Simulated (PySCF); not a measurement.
**Calculated NMR parameters of CC[Si@H]1C[C@H](C#N)C1**

```
Formula                               : C6H11NSi
SMILES                                : CC[Si@H]1C[C@H](C#N)C1
Point group of the computed structure : C1
Degrees of unsaturation               : 3
Carbon signals                        : 5
Proton signals                        : 6
```

Bonds (- single, = double, # triple, : aromatic): C1-C2, C2-Si3, Si3-C4, C4-C5, C5-C6, C6#N7, C5-C8, C8-Si3. C1 carries H9, H10, H11; C2 carries H12, H13; Si3 carries H14; C4 carries H15, H16; C5 carries H17; C8 carries H18, H19. Stereochemistry as in CC[Si@H]1C[C@H](C#N)C1. H16, H18 are cis to C2 on the ring; H15, H19 are trans to C2 on the ring.

[PySCF 2.14.0 with density-fitted response routines: GFN2-xTB structure; shielding tensors at PBE0/pcSseg-1 (GIAO); one conformer; fast rotation and ring inversion assumed for equivalent nuclei; gas phase; non-relativistic Hamiltonian]

Scale: 1H and 13C and 29Si vs TMS; 15N against NH3 (reference shieldings calculated alike).

| carbon | δC, type | δH (multiplicity) | HMBC from (2–3 bonds) | span of the C tensor (ppm) |
| --- | --- | --- | --- | --- |
| C1 | 9.2, CH3 | 1.11 (m) | H14, H12/H13 | 19 |
| C2 | 11.9, CH2 | 0.98 (m) | H14, H16/H18, H15/H19, H9/H10/H11 | 12 |
| C4/C8 | 20.0, CH2 | H15 1.76 (m); H16 1.82 (m) | H14, H17, H16/H18, H15/H19, H12/H13 | 55 |
| C5 | 18.7, CH | 3.05 (m) | H14, H16/H18, H15/H19 | 16 |
| C6 | 130.0, C | – | H17, H16/H18, H15/H19 | 366 |

Other nuclei:
```csv
atoms,nucleus,environment,δ (ppm),σ (ppm)
H14,1H,"hydrogen on a silicon bonded to 3 C, in a 4-membered ring",5.12,26.60
Si3,29Si,"silicon bonded to 3 C, H, in a 4-membered ring",-2.5,351.7
N7,15N,nitrile nitrogen,298.3,-30.6
```

- Carbon types of the structure: 1 × C, 1 × CH, 3 × CH2, 1 × CH3, leaving 1 H on heteroatoms.
- δC 130.0: nitrile carbon; C≡N carbons fall here, among the sp2 signals but without a proton.
- δC 18.7: sp3 CH α to a nitrile; saturated and bonded to C and H only.
- δC 9.2: methyl carbon; saturated and bonded to C and H only.
- δH 5.12: hydrogen on a silicon bonded to 3 C, in a 4-membered ring.
- δH 3.05: hydrogen on an sp3 CH α to a nitrile.

Shifts are as computed. Against solution values, carbons near 30 ppm lie about +3 ppm off and those near 130 ppm about +5 ppm. Of 1211 compounds with measured shifts, 218 miss one by over three times the rms of a fit or turn the order of signals round; such compounds aren't used in these exercises. Experimental scales use liquid or dissolved standards, which lie at an offset from isolated NH3 (liquid NH3: subtract about 20 ppm). Unscaled 15N shifts of sp2 nitrogen come out 20 to 40 ppm too high even then. No couplings were computed; multiplicities are counted from neighbouring protons, with m where these are inequivalent, close in shift, in a saturated or five-membered ring or joined by F or P, and br s for small geminal =CH2 splittings.
